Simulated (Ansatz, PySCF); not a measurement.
Species: CH3Cl2Si, charge 0, multiplicity 2. It need not be the lowest isomer of its formula. 
Structure (B3LYP-D3(BJ)/def2-TZVP (Ansatz, a quantum-chemistry and plane-wave program) minimum search):
SMILES: C[Si](Cl)Cl
```xyz
7

Si    -0.1266    -0.0676     0.5873
C     -1.9827    -0.2641     0.4354
Cl     0.7982    -1.5672    -0.5052
Cl     0.4203     1.7694    -0.2027
H     -2.2907    -1.2332     0.8287
H     -2.4901     0.5270     0.9882
H     -2.2646    -0.2005    -0.6181
```
Charge 0, spin multiplicity 2.

Dipole moments at this geometry, in debye (magnitudes).

```
level                    program  dipole (D)
-----------------------  -------  ----------
HF/def2-TZVPD              PySCF        2.20
SVWN5/def2-TZVPD          Ansatz        2.08
BLYP/def2-TZVPD           Ansatz        2.01
revPBE/def2-TZVPD         Ansatz        2.01
B97M-V/def2-TZVPD         Ansatz        2.06
B3LYP/def2-TZVPD          Ansatz        2.07
PBE0/def2-TZVPD           Ansatz        2.10
TPSSh/def2-TZVPD           PySCF        2.05
r2SCANh/def2-TZVPD        Ansatz        2.09
M06-2X/def2-TZVPD          PySCF        2.15
HSE06/def2-TZVPD          Ansatz        2.10
wB97M-V/def2-TZVPD        Ansatz        2.08
wB97X-V/def2-TZVPD        Ansatz        2.11
CCSD(T)/aug-cc-pV(D+d)Z   Ansatz        2.01
```
